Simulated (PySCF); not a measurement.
Species: (Me)3Sn-O-SiH3, C₃H₁₂OSiSn.
Bonds: Sn1–C2, Sn1–C3, Sn1–C4, Sn1–O5, O5–Si6. Hydrogens: H7, H8, H9 on C2; H10, H11, H12 on C3; H13, H14, H15 on C4; H16, H17, H18 on Si6.

Method: PySCF, PBE0-D3(BJ)/def2-SVP geometry optimisation, gas phase, def2 core potentials past Kr.

What internal coordinates does the optimisation give?

```tsv
bond	length (Å)
Sn1–C2, Sn1–C3, Sn1–C4	2.143
Sn1–O5	2.004
C2–H7 and 8 like bonds	1.099
O5–Si6	1.641
Si6–H16, Si6–H17, Si6–H18	1.500
```

Bonds in one row agree within 0.01 Å and their mean is given. A selection of angles:
```tsv
angle	degrees
C2–Sn1–C3	113.8
C2–Sn1–O5	105.3
C3–Sn1–O5	103.3
Sn1–C2–H7	110.2
H7–C2–H8	109.0
Sn1–O5–Si6	137.8
O5–Si6–H16	112.1
O5–Si6–H17	109.8
H16–Si6–H17	107.9
```

Dihedral angles: C2–Sn1–O5–Si6 -88° (synclinal).

Sn1 (tin bonded to 3 C and O) is distorted tetrahedral (angles from 103.3° to 113.8°). Si6 (silicon bonded to O and 3 H) is tetrahedral (angles from 106.8° to 112.1°).

Point group: C1 (no symmetry element, even within 0.4 Å). No PBE0-D3(BJ)/def2-SVP frequencies stand behind this structure, so it isn't proved a minimum.
